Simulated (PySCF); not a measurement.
CH₅F₃Si₂, SMILES C[SiH2][Si](F)(F)F, singlet (GFN2-xTB optimised geometry):

```
11

C      1.287     0.812     1.233
Si     0.640    -0.478     0.000
Si    -1.642    -0.478     0.000
F     -2.365    -1.202     1.222
F     -2.329    -1.193    -1.247
F     -2.373     0.939     0.000
H      0.938     1.811     0.984
H      2.373     0.836     1.238
H      0.959     0.595     2.246
H      1.140    -0.169    -1.348
H      1.140    -1.811     0.369
```

Computed with B3LYP/def2-TZVP in PySCF.

Problem. What are the frontier orbital energies and the dipole moment?

Solution. HOMO-2 -10.04 eV, HOMO-1 -9.76 eV, HOMO -9.31 eV, LUMO -1.02 eV, LUMO+1 -0.77 eV; dipole moment 3.64 D.

Meta-Löwdin charges at B3LYP/def2-TZVP: C1 -0.57, Si2 0.37, Si3 1.44, F4 -0.50, F5 -0.50, F6 -0.50, H7 0.13, H8 0.14, H9 0.13, H10 -0.08, H11 -0.08.
